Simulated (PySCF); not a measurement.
potassium atom (K), doublet. Base run: PySCF with TPSS/6-31G**.

Geometry (Å):
```xyz
1

K      0.0000     0.0000     0.0000
```
Charge 0, spin multiplicity 2.
Orbitals are unrestricted.
All else is at PySCF's defaults.

Variants of this job, named by their change:

| change | E (Eh) | HOMO (eV) | <S^2> |
|---|---|---|---|
| base | -599.88725 | -2.48 | 0.750 |
| functional = x3lyp | -599.83424 | -2.92 | 0.750 |
| functional = bp86 | -599.92440 | -2.68 | 0.750 |
| functional = m06l | -599.84929 | -2.41 | 0.751 |
| functional = pbe; dispersion = d4 | -599.65381 | -2.57 | 0.750 |
| functional = wb97x_v | -599.78607 | -4.15 | 0.750 |
| functional = pw6b95 | -600.29899 | -2.98 | 0.750 |
| functional = wb97m_v | -599.84419 | -4.03 | 0.750 |
| functional = hf | -599.11903 | -4.02 | 0.750 |
| functional = b3lyp; dispersion = d4 | -599.88862 | -2.93 | 0.750 |
| functional = pbe; dispersion = d3bjm | -599.65381 | -2.57 | 0.750 |
| functional = mn15 | -599.77660 | -3.05 | 0.750 |
| functional = camb3lyp | -599.89421 | -3.69 | 0.750 |

Total energies compare only within one method and basis.

Open shells are given as the SCF converged; they aren't shown to be the lowest states, and a large step between rows can be another state.
